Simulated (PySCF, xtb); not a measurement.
Zn(SH) (HSZn), SMILES [SH][Zn+], charge +1.

xtb with GFN2-xTB at its own geometry gives an orbital gap of 0.93 eV.

The structure is a stationary point at PBE0-D3(BJ)/def2-TZVP. The spin state was assumed, not searched. The isomer is the one that the SMILES or the coordinates give; other isomers of the formula were not compared.

Question: What does CAM-B3LYP/def2-TZVPD (PySCF) give? (Estimate from the structure and the level; the computed values follow.)

Answer: gap 5.29 eV (levels -14.65 and -9.36 eV).
